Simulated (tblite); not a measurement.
Compound: C5H12OP2.
Bonds: O1–P2 (double), P2–P3, P2–C4, C4–C5, C5–C6, C6–C7, C7–C8, P2–C8. Hydrogens: H9, H10 on P3; H11, H12 on C4; H13, H14 on C5; H15, H16 on C6; H17, H18 on C7; H19, H20 on C8.

Computed geometry: GFN2-xTB, gas phase.

Q: List the bond lengths, angles and torsions at this level.

A: 
| bond | length (bohr) | order |
| --- | --- | --- |
| O1=P2 | 2.783 | double |
| P2–P3 | 4.154 | single |
| P2–C4, P2–C8 | 3.470 | single |
| C4–C5, C7–C8 | 2.873 | single |
| C5–C6, C6–C7 | 2.885 | single |
| P3–H9, P3–H10 | 2.630 | single |
| C4–H11, C8–H19 | 2.067 | single |
| C4–H12, C8–H20 | 2.067 | single |
| C5–H13, C7–H17 | 2.066 | single |
| C5–H14, C7–H18 | 2.069 | single |
| C6–H15 | 2.066 | single |
| C6–H16 | 2.064 | single |

Bonds in one row agree within 0.02 bohr and their mean is given. Orders are formal, as drawn. A selection of angles:
| angle | degrees |
| --- | --- |
| O1–P2–P3 | 113.9 |
| O1–P2–C4 | 114.6 |
| P3–P2–C4 | 105.3 |
| C4–P2–C8 | 101.7 |
| P2–C4–C5 | 111.0 |
| C4–C5–C6 | 112.1 |
| C5–C6–C7 | 112.5 |

Dihedral angles: O1–P2–C4–C5 174° (antiperiplanar); P2–C4–C5–C6 -60° (synclinal); C4–C5–C6–C7 66° (synclinal); C5–C6–C7–C8 -66° (synclinal); C6–C7–C8–P2 60° (synclinal); O1–P2–C8–C7 -174° (antiperiplanar).

The 6-membered ring P2–C4–C5–C6–C7–C8 has internal angles of 101.7° to 112.5° (sum 660°, against 720° for a flat polygon); it is puckered, 0.26 Å rms from its mean plane, widest ring torsion 66°. P2 (phosphoryl phosphorus) is distorted tetrahedral (angles from 101.7° to 114.7°). Of the pairs four or more bonds apart, P3···H18 is among the closest relative to their van der Waals radii: 2.91 Å, 97 % of the sum of Bondi's values. P3 (three-coordinate phosphorus) is pyramidal (angles 91.8°, 89.1° and 89.1°, sum 270.0°, 0.89 Å off the plane of its three neighbours).

Point group: Cs (every atom within 0.08 Å of its image). Its GFN2-xTB frequencies are all real (lowest 75 cm⁻¹). The numbers are those of one conformer (O1–P2–P3–H -46° and 46°, O1–P2–C4–C5 174°, P2–C4–C5–C6 -60°, C4–C5–C6–C7 66°, C5–C6–C7–C8 -66°).

Time: 0.41 s of wall time. Hardware: one thread, Arm Neoverse V1 (aarch64), shared host. This is the geometry optimisation.
